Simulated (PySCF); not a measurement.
C2H9AlO3Si (SMILES C[SiH](C)[O][Al]([OH])[OH]), singlet, at a GFN2-xTB geometry (such geometries of metal compounds can be far from the true shape), with bond 9-2 at 1.8 times its length; CASSCF(6,6)/STO-3G run with PySCF.

The PySCF input:
```python
from pyscf import gto, scf, mcscf
import numpy

mol = gto.Mole()
mol.atom = '''
    Si   -1.468490   -0.371653    0.715351
    C    -1.760572   -2.159524    0.139890
    C    -2.649289    0.828942   -0.165714
    O     0.071583    0.049837    0.383031
    Al    1.562662    0.444165   -0.264714
    O     2.859309    0.825256    0.697446
    O     1.695847    0.439207   -1.912356
    H    -1.569101   -0.252717    2.180552
    H    -1.521258   -2.330676   -1.794088
    H    -2.765384   -2.492551    0.380621
    H    -1.063262   -2.843397    0.615281
    H    -2.524738    0.782748   -1.244352
    H    -2.463568    1.854956    0.138759
    H    -3.686505    0.600449    0.059021
    H     3.044438    0.901091    1.623170
    H     2.345257    0.602109   -2.582175
'''
mol.basis = 'sto-3g'
mol.charge = 0
mol.spin = 0
mol.verbose = 4
mol.build()

mf = scf.RHF(mol)
mf.kernel()
mc = mcscf.CASSCF(mf, 6, 6)
mc.fix_spin_(ss=0.0)
mc.kernel()
occ = numpy.linalg.eigvalsh(mc.fcisolver.make_rdm1(mc.ci, mc.ncas, mc.nelecas))[::-1]
ss = mc.fcisolver.spin_square(mc.ci, mc.ncas, mc.nelecas)[0]
print('natural occupations', occ.round(4), ' <S^2>', round(ss, 4))
```

**Question.** What does PySCF print? Leave out banner, timings and long lists.

**Answer.** 
```
PySCF version 2.14.0

[INPUT] verbose = 4
[INPUT] num. atoms = 16
[INPUT] num. electrons = 72
[INPUT] charge = 0
[INPUT] spin (= nelec alpha-beta = 2S) = 0
[INPUT] symmetry False subgroup None
[INPUT] Mole.unit = angstrom
[INPUT] Symbol           X                Y                Z      unit          X                Y                Z       unit  Magmom
[...]
nuclear repulsion = 444.089587626532
number of shells = 34
number of NR pGTOs = 156
number of NR cGTOs = 52
basis = sto-3g
ecp = {}

******** <class 'pyscf.scf.hf.RHF'> ********
method = RHF
initial guess = minao
damping factor = 0
level_shift factor = 0
DIIS = <class 'pyscf.scf.diis.CDIIS'>
diis_start_cycle = 1
diis_space = 8
diis_damp = 0
SCF conv_tol = 1e-09
SCF conv_tol_grad = None
SCF max_cycles = 50
direct_scf = True
direct_scf_tol = 1e-13
Set gradient conv threshold to 3.16228e-05
Initial guess from minao.
init E= -826.213256897294
[...]
cycle= 1 E= -825.928751183163  delta_E= 0.285  |g|= 0.743  |ddm|= 4.71
[...]
cycle= 2 E= -826.123150198604  delta_E= -0.194  |g|= 0.19  |ddm|= 1.29
[...]
cycle= 3 E= -826.135172340188  delta_E= -0.012  |g|= 0.042  |ddm|= 0.307
[...]
cycle= 4 E= -826.135906219649  delta_E= -0.000734  |g|= 0.0125  |ddm|= 0.0778
[...]
cycle= 5 E= -826.135978692746  delta_E= -7.25e-05  |g|= 0.00328  |ddm|= 0.0256
[...]
cycle= 6 E= -826.13598427748  delta_E= -5.58e-06  |g|= 0.00102  |ddm|= 0.00631
[...]
cycle= 7 E= -826.135985088223  delta_E= -8.11e-07  |g|= 0.000253  |ddm|= 0.0026
[...]
cycle= 8 E= -826.135985165246  delta_E= -7.7e-08  |g|= 6.2e-05  |ddm|= 0.00088
[...]
cycle= 9 E= -826.135985170349  delta_E= -5.1e-09  |g|= 1.34e-05  |ddm|= 0.000227
[...]
cycle= 10 E= -826.135985170538  delta_E= -1.9e-10  |g|= 3.4e-06  |ddm|= 4.25e-05
[...]
Extra cycle  E= -826.135985170548  delta_E= -9.32e-12  |g|= 1.35e-06  |ddm|= 6.96e-06
converged SCF energy = -826.135985170548

******** <class 'pyscf.mcscf.mc1step.CASSCF'> ********
CAS (3e+3e, 6o), ncore = 33, nvir = 13
max_cycle_macro = 50
max_cycle_micro = 4
conv_tol = 1e-07
conv_tol_grad = None
orbital rotation max_stepsize = 0.02
orbital rotation threshold for CI restart = 0.01
augmented hessian ah_max_cycle = 30
augmented hessian ah_conv_tol = 1e-12
augmented hessian ah_linear dependence = 1e-14
augmented hessian ah_level shift = 1e-08
augmented hessian ah_start_tol = 2.5
augmented hessian ah_start_cycle = 3
augmented hessian ah_grad_trust_region = 3
kf_trust_region = 3
kf_interval = 4
ci_response_space = 4
ci_grad_trust_region = 3
with_dep4 0
natorb = False
canonicalization = True
sorting_mo_energy = False
ao2mo_level = 2
internal_rotation = False
******** <class 'pyscf.fci.addons.SpinPenaltyFCISolver'> ********
max. cycles = 50
conv_tol = 1e-08
davidson only = True
linear dependence = 1e-12
level shift = 0.001
max iter space = 12
nroots = 1
pspace_size = 400
spin = None
CASCI E = -826.207356296659  S^2 = 0.0000000
Set conv_tol_grad to 0.000316228
macro iter   1 ( 21 JK    4 micro), CASSCF E = -826.223243832644  dE = -1.58875360e-02  S^2 = 0.0000000
               |grad[o]|=0.058  |grad[c]|=0.0253  |ddm|=0.0403  |maxRot[o]|=0.191
macro iter   2 ( 21 JK    4 micro), CASSCF E = -826.226980413052  dE = -3.73658041e-03  S^2 = 0.0000000
               |grad[o]|=0.0118  |grad[c]|=0.0363  |ddm|=0.0828  |maxRot[o]|=0.287
macro iter   3 ( 21 JK    4 micro), CASSCF E = -826.230654698093  dE = -3.67428504e-03  S^2 = 0.0000000
               |grad[o]|=0.0116  |grad[c]|=0.114  |ddm|=0.0606  |maxRot[o]|=0.167
macro iter   4 ( 21 JK    4 micro), CASSCF E = -826.233979375227  dE = -3.32467713e-03  S^2 = 0.0000000
               |grad[o]|=0.0164  |grad[c]|=0.0265  |ddm|=0.0192  |maxRot[o]|=0.155
macro iter   5 ( 21 JK    4 micro), CASSCF E = -826.234508909292  dE = -5.29534065e-04  S^2 = 0.0000000
               |grad[o]|=0.0152  |grad[c]|=0.0183  |ddm|=0.0103  |maxRot[o]|=0.0336
macro iter   6 ( 21 JK    4 micro), CASSCF E = -826.236198560194  dE = -1.68965090e-03  S^2 = 0.0000000
[...]
macro iter  32 ( 21 JK    4 micro), CASSCF E = -826.243656900535  dE = -1.32512322e-05  S^2 = 0.0000000
               |grad[o]|=0.00307  |grad[c]|=0.00993  |ddm|=0.00622  |maxRot[o]|=0.0151
macro iter  33 ( 21 JK    4 micro), CASSCF E = -826.243672651340  dE = -1.57508046e-05  S^2 = 0.0000000
               |grad[o]|=0.0032  |grad[c]|= 0.01  |ddm|=0.00595  |maxRot[o]|=0.0143
macro iter  34 ( 21 JK    4 micro), CASSCF E = -826.243688606048  dE = -1.59547086e-05  S^2 = 0.0000000
               |grad[o]|=0.00331  |grad[c]|=0.0101  |ddm|=0.0058  |maxRot[o]|=0.0133
macro iter  35 ( 21 JK    4 micro), CASSCF E = -826.243703917492  dE = -1.53114436e-05  S^2 = 0.0000000
               |grad[o]|=0.0034  |grad[c]|=0.0103  |ddm|=0.00573  |maxRot[o]|=0.012
macro iter  36 ( 21 JK    4 micro), CASSCF E = -826.243718597998  dE = -1.46805057e-05  S^2 = 0.0000000
               |grad[o]|=0.00347  |grad[c]|=0.0104  |ddm|=0.0057  |maxRot[o]|=0.0108
macro iter  37 ( 21 JK    4 micro), CASSCF E = -826.243731852857  dE = -1.32548590e-05  S^2 = 0.0000000
               |grad[o]|=0.00353  |grad[c]|=0.0105  |ddm|=0.00534  |maxRot[o]|=0.00948
macro iter  38 ( 21 JK    4 micro), CASSCF E = -826.243743057201  dE = -1.12043447e-05  S^2 = 0.0000000
               |grad[o]|=0.00358  |grad[c]|=0.0106  |ddm|=0.00536  |maxRot[o]|=0.00825
macro iter  39 ( 21 JK    4 micro), CASSCF E = -826.243752848225  dE = -9.79102401e-06  S^2 = 0.0000000
               |grad[o]|=0.00363  |grad[c]|=0.0107  |ddm|=0.0054  |maxRot[o]|=0.00731
macro iter  40 ( 21 JK    4 micro), CASSCF E = -826.243760993976  dE = -8.14575083e-06  S^2 = 0.0000000
               |grad[o]|=0.00366  |grad[c]|=0.0108  |ddm|=0.00546  |maxRot[o]|=0.00648
macro iter  41 ( 21 JK    4 micro), CASSCF E = -826.243767599323  dE = -6.60534636e-06  S^2 = 0.0000000
               |grad[o]|=0.00369  |grad[c]|=0.0109  |ddm|=0.00553  |maxRot[o]|=0.00577
macro iter  42 ( 21 JK    4 micro), CASSCF E = -826.243772600707  dE = -5.00138458e-06  S^2 = 0.0000000
               |grad[o]|=0.00372  |grad[c]|=0.011  |ddm|=0.0056  |maxRot[o]|=0.00513
macro iter  43 ( 21 JK    4 micro), CASSCF E = -826.243776141759  dE = -3.54105146e-06  S^2 = 0.0000000
               |grad[o]|=0.00375  |grad[c]|=0.011  |ddm|=0.00567  |maxRot[o]|=0.00457
macro iter  44 ( 21 JK    4 micro), CASSCF E = -826.243778321980  dE = -2.18022183e-06  S^2 = 0.0000000
               |grad[o]|=0.00377  |grad[c]|=0.0111  |ddm|=0.00574  |maxRot[o]|=0.00407
macro iter  45 ( 21 JK    4 micro), CASSCF E = -826.243779304140  dE = -9.82159577e-07  S^2 = 0.0000000
               |grad[o]|=0.00379  |grad[c]|=0.0111  |ddm|=0.00581  |maxRot[o]|=0.00371
macro iter  46 ( 21 JK    4 micro), CASSCF E = -826.243779239787  dE =  6.43532303e-08  S^2 = 0.0000000
               |grad[o]|=0.00381  |grad[c]|=0.0112  |ddm|=0.00588  |maxRot[o]|=0.00344
macro iter  47 ( 21 JK    4 micro), CASSCF E = -826.244062397991  dE = -2.83158204e-04  S^2 = 0.0000000
               |grad[o]|=0.00383  |grad[c]|=0.00673  |ddm|=0.0032  |maxRot[o]|=0.034
macro iter  48 ( 21 JK    4 micro), CASSCF E = -826.244216919293  dE = -1.54521303e-04  S^2 = 0.0000000
               |grad[o]|=0.00258  |grad[c]|=0.00304  |ddm|=0.00103  |maxRot[o]|=0.0412
macro iter  49 (  7 JK    2 micro), CASSCF E = -826.244255676602  dE = -3.87573091e-05  S^2 = 0.0000000
               |grad[o]|=0.00092  |grad[c]|=0.00596  |ddm|=0.00573  |maxRot[o]|=0.0417
macro iter  50 (  7 JK    2 micro), CASSCF E = -826.244368773817  dE = -1.13097215e-04  S^2 = 0.0000000
               |grad[o]|=0.00112  |grad[c]|=0.00979  |ddm|=0.00932  |maxRot[o]|=0.0594
1-step CASSCF not converged,  50 macro (1022 JK 196 micro) steps
CASSCF canonicalization
Density matrix diagonal elements [1.86906864 1.97128365 1.85458509 0.2751392  0.01837477 0.01154864]
CASSCF energy = -826.244368773817
CASCI E = -826.244368773817  E(CI) = -7.91157691680905  S^2 = 0.0000000
natural occupations [1.9906 1.9819 1.725  0.2751 0.0184 0.009 ]  <S^2> 0.0
```

Convergence was not reached.
